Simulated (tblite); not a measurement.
Compound: C6H13FO.
Numbering: `[CH3:1][O:2][C@H:3]([F:4])[C:5]([CH3:6])([CH3:7])[CH3:8]` (hydrogens: H9, H10, H11 on C1; H12 on C3; H13, H14, H15 on C6; H16, H17, H18 on C7; H19, H20, H21 on C8)

Computed with GFN2-xTB (tblite), gas phase: L-BFGS steps from a force-field or distance-geometry start until the largest atomic force falls under 0.01 eV/Å.

Geometry at step 6:
```
atom  x, y, z in Å
C1      2.7243    0.8861   -0.7324
O2      1.3061    0.8436   -0.7007
C3      0.8108   -0.1230    0.1446
F4      1.3227   -1.3615   -0.2280
C5     -0.7284   -0.1940    0.1402
C6     -1.2212   -0.4995   -1.2741
C7     -1.2942    1.1421    0.6204
C8     -1.1740   -1.3092    1.0910
H9      2.9990    1.7061   -1.3906
H10     3.1391    1.0552    0.2680
H11     3.1342   -0.0485   -1.1248
H12     1.1970    0.0139    1.1706
H13    -2.3049   -0.5781   -1.2771
H14    -0.8056   -1.4390   -1.6288
H15    -0.9173    0.2908   -1.9535
H16    -0.9921    1.9395   -0.0517
H17    -2.3803    1.0868    0.6412
H18    -0.9403    1.3735    1.6233
H19    -2.2590   -1.3692    1.0992
H20    -0.7865   -2.2747    0.7770
H21    -0.8382   -1.1239    2.1088
```

Q: Give the atomic forces at this geometry.

A: 
```tsv
atom	Fx (eV/Å)	Fy (eV/Å)	Fz (eV/Å)
C1	-0.043	0.004	-0.007
O2	-0.009	-0.145	0.008
C3	0.063	-0.025	0.029
F4	-0.045	-0.080	-0.090
C5	0.038	-0.035	0.012
C6	0.016	0.008	-0.017
C7	0.031	-0.013	-0.011
C8	-0.022	-0.053	0.039
H9	-0.063	0.032	0.005
H10	-0.067	0.039	0.017
H11	-0.022	0.000	-0.018
H12	-0.005	0.054	0.147
H13	-0.019	0.023	-0.024
H14	0.027	-0.012	0.019
H15	0.007	0.032	-0.024
H16	0.013	0.031	0.007
H17	0.021	0.040	-0.006
H18	0.004	0.005	-0.022
H19	-0.030	0.020	-0.012
H20	0.062	0.018	-0.051
H21	0.043	0.058	-0.001
```

The largest, 0.16 eV/Å, acts on H12; the rms over all components is 0.042 eV/Å. The forces sum to zero within rounding, as they must for an isolated molecule in no field.

Q: Give the force on H12 in Eh/bohr and in nN.

A: 0.157 eV/Å ÷ 51.422 = 0.00305 Eh/bohr, and 0.157 eV/Å × 1.602 = 0.25 nN.

Q: How far is this geometry from the end of the optimisation?

A: 0.024 eV above it, and 0.092 Å rms away after alignment. The bonds farthest from their final lengths, with half the difference of the two atoms' forces along the bond (positive lengthens):

| bond | now (Å) | final (Å) | force along bond (eV/Å) |
| --- | --- | --- | --- |
| O2–C3 | 1.376 | 1.371 | -0.05 |
| C1–O2 | 1.419 | 1.414 | -0.01 |
| C3–H12 | 1.105 | 1.108 | +0.05 |
| C3–C5 | 1.541 | 1.539 | +0.01 |
| C3–F4 | 1.391 | 1.393 | +0.02 |
| C5–C8 | 1.532 | 1.530 | +0.02 |

The angle farthest from its final value is O2–C3–C5, 113.0° against 110.7°.

What follows is the cost of the whole relaxation. On one thread, Arm Neoverse V2 (aarch64), no GPU, shared host with 192 logical CPUs at a one-minute load of 55, this took 0.33 s.
